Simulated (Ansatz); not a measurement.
The same hydrolysis along the group B, Al, Ga, In.

Computed with Ansatz on PBE0-D4/def2-TZVP structures; ΔE is electronic, products minus reactants. CCSD(T)/CBS is the MP2 limit (def2-TZVPP, def2-QZVPP) plus CCSD(T) − MP2 in def2-TZVPP, frozen cores. This one scheme is used for every species. DFT in def2-TZVPP. B3LYP here is the variant with VWN-RPA as its local correlation; programs differ in this. Elements past krypton have def2 core potentials. For Br, Ga, In outer-core shells are correlated without core-valence functions, which leaves a few kJ/mol of doubt a bond. Scalar relativity is left out up to krypton. One conformer a species, not always the lowest.

```
                                               reaction  PBE-D4 (kJ/mol)  B2PLYP (kJ/mol)  ωB97M-V (kJ/mol)  B3LYP-D4 (kJ/mol)
                     `OB(Br)Br` + H₂O → `OB(O)Br` + HBr              -53              -63               -62                -62
`[OH][Al]([Br])[Br]` + H₂O → `[OH][Al]([OH])[Br]` + HBr               25               18                22                 19
`[OH][Ga]([Br])[Br]` + H₂O → `[OH][Ga]([OH])[Br]` + HBr               69               65                68                 69
`[OH][In]([Br])[Br]` + H₂O → `[OH][In]([OH])[Br]` + HBr              102              103               106                106
```

Q: Give the CCSD(T)/CBS values in the same order. (An estimate is asked.)

A: Ansatz gave: -53, 27, 70, 108 kJ/mol.

Largest T1 diagnostic: 0.014, for `[OH][In]([OH])[Br]`.
